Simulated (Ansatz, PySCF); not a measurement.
CF₂I, SMILES F[C](F)I (connectivity only; charge and spin as stated), charge +1, multiplicity 1.

The structure is a stationary point at PBE0-D3(BJ)/def2-SVP. The spin state was assumed, not searched. The isomer is the one that the SMILES or the coordinates give; other isomers of the formula were not compared. The def2 effective core potentials stand for the cores of I; spin–orbit coupling is left out.

Vertical ionisation energy (IE) and electron affinity (EA) in eV. Rows of orbital energies are one-electron estimates. Where ΔSCF, EOM or ADC give a negative EA the extra electron is unbound and the value depends on the basis.

| level | IE | EA |
|---|---|---|
| −ε(HOMO), −ε(LUMO), r2SCAN/def2-TZVPD (PySCF) | 13.80 | 10.36 |
| −ε(HOMO), −ε(LUMO), PBE/def2-TZVPD (PySCF) | 13.49 | 10.48 |
| ΔSCF, CAM-B3LYP/def2-SVPD (Ansatz), final states of multiplicity 2 and 2 | … | … |
| ΔSCF, PBE/def2-SVPD (Ansatz), final states of multiplicity 2 and 2 | 17.24 | 7.16 |

Some entries are withheld; supply them. (An estimate is asked for; the answer gives what the named calculation found.)


- ΔSCF, CAM-B3LYP/def2-SVPD (Ansatz, a first-principles code), final states of multiplicity 2 and 2, IE: 17.43
- ΔSCF, CAM-B3LYP/def2-SVPD (Ansatz), final states of multiplicity 2 and 2, EA: 7.64

What vertical singlet–triplet gap does ΔSCF give with CAM-B3LYP/def2-SVPD (Ansatz) and with PBE/def2-SVPD (Ansatz)? (An estimate is asked for; the answer gives what the named calculation found.)

3.34 and 3.56 eV (triplet above singlet where positive).
